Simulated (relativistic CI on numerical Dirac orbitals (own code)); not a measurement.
## Ar V: calculation against measurement

Calculated at this level of theory: Dirac-Coulomb-Breit CI, separate exchange-only KLI orbitals for each configuration, a model potential for QED, valence Slater integrals scaled by 0.85, P86 correlation estimate, and configurations built on the next ion tied to the tabulated ionisation energy (semi-empirical) (own radial code, finite nucleus).

Configurations in the expansion (outside the closed core [Ne]): 3s2 3p2, 3s2 3p 3d, 3s2 3p 4s, 3s2 3p 4p, 3s2 3p 4d, 3s2 3p 5s, 3s2 3p 4f, 3s 3p3, 3p4, 3s2 3d2, 3s 3p2 3d, 3p2 3d2, 3p3 3d, 3s2 3d 4s, 3s 3p 3d2, 3s2 3d 4p, 3p3 4s, 3s 3p2 4s, 3s2 4s2, 3s2 3p 5p, 3p3 4p, 3s 3p 3d 4s, 3s2 4s 4p, 3s 3p2 4p. Levels of other configurations are missing.

| Configuration | Term (tabulated) | J | Measured (cm⁻¹) | Computed | Error | Purity (%) |
| --- | --- | --- | --- | --- | --- | --- |
| 3s2 3p2 | 3P | 0 | 0.0 | 0 | 0 | 96 |
| 3s2 3p2 | 3P | 1 | 763.2 | 758 | -5 | 96 |
| 3s2 3p2 | 3P | 2 | 2028.8 | 2010 | -19 | 96 |
| 3s2 3p2 | 1D | 2 | 16298.7 | 16184 | -114 | 96 |
| 3s2 3p2 | 1S | 0 | 37912.4 | 36201 | -1711 | 95 |
| 3s 3p3 | 3D° | 1 | 121628.7 | 122911 | 1282 | 84 |
| 3s 3p3 | 3D° | 2 | 121675.0 | 122956 | 1281 | 84 |
| 3s 3p3 | 3D° | 3 | 121803.1 | 123092 | 1289 | 84 |
| 3s 3p3 | 3P° | 2 | 141762.6 | 141046 | -716 | 83 |
| 3s 3p3 | 3P° | 1 | 141770.5 | 141073 | -697 | 83 |
| 3s 3p3 | 3P° | 0 | 141892.6 | 141076 | -817 | 84 |
| 3s 3p3 | 3S° | 1 | 191536.8 | 189548 | -1989 | 89 |
| 3s 3p3 | 1P° | 1 | 195355.7 | 193446 | -1910 | 75 |
| 3s2 3p 3d | 3P° | 2 | 217572.0 | 210131 | -7441 | 80 |
| 3s2 3p 3d | 3P° | 1 | 218287.0 | 210795 | -7492 | 81 |
| 3s2 3p 3d | 3P° | 0 | 218647.0 | 211145 | -7502 | 82 |
| 3s2 3p 3d | 3D° | 1 | 224219.0 | 217064 | -7155 | 82 |
| 3s2 3p 3d | 3D° | 2 | 224498.0 | 217355 | -7143 | 79 |
| 3s2 3p 3d | 3D° | 3 | 224706.0 | 217532 | -7174 | 83 |
| 3s2 3p 3d | 1F° | 3 | 245328.0 | 236961 | -8367 | 96 |
| 3s2 3p 3d | 1P° | 1 | 252141.0 | 243419 | -8722 | 80 |
| 3p4 | 1D | 2 | 278522.6 | 279309 | 786 | 60 |
| 3s2 3p 4s | 3P° | 0 | 295731.0 | 287056 | -8675 | 96 |
| 3s2 3p 4s | 3P° | 1 | 296231.0 | 287574 | -8657 | 93 |
| 3s2 3p 4s | 3P° | 2 | 297878.0 | 289190 | -8688 | 96 |
| 3s2 3p 4s | 1P° | 1 | 301290.0 | 292992 | -8298 | 92 |
| 3s2 3p 4d | 3D° | 2 | 397476.0 | 400008 | 2532 | 71 |
| 3s2 3p 4d | 3D° | 1 | 397545.0 | 400070 | 2525 | 95 |
| 3s2 3p 4d | 3D° | 3 | 397800.0 | 400372 | 2572 | 71 |
| 3s2 3p 4d | 3F° | 2 | 398987.0 | 401634 | 2647 | 66 |
| 3s2 3p 4d | 3F° | 3 | 399487.0 | 402098 | 2611 | 71 |
| 3s2 3p 4d | 3P° | 2 | 402652.0 | 404737 | 2085 | 94 |
| 3s2 3p 4d | 3P° | 1 | 403185.0 | 405252 | 2067 | 95 |
| 3s2 3p 4d | 1F° | 3 | 404656.0 | 407131 | 2475 | 96 |
| 3s 3p2 3d | 1F † | 3 | 411173.0 | 344304 | -66869 | 94 |
| 3s2 3p 5s | 3P° | 1 | 430331.0 | 434995 | 4664 | 89 |
| 3s2 3p 5s | 3P° | 2 | 432044.0 | 436832 | 4788 | 99 |
| 3s2 3p 5s | 1P° | 1 | 432378.0 | 438386 | 6008 | 88 |

Measured levels from Saloman, J. Phys. Chem. Ref. Data 39, 033101 (2010); pairs were made by configuration, J and term (by order where the table uses no LS term), so strongly mixed levels may be paired wrongly.

Mean error by configuration (cm⁻¹): 3s2 3p2 -463; 3s 3p3 -285; 3s2 3p 3d -7625; 3p4 786; 3s2 3p 4s -8580; 3s2 3p 4d 2439; 3s2 3p 5s 5154. Over the excited levels the mean absolute error is 3970 cm⁻¹ (37 of the 43 excited levels that our extract of the source holds in range could be paired, and the others can miss by more), and the median relative error of those above 1,000 cm⁻¹ is 1.1 %. † marks terms whose computed intervals miss the measured ones by more than a factor of 2.5, or configurations far off the rest, from wrong mixing, a near crossing or a doubtful label or measurement; they are left out of the means.
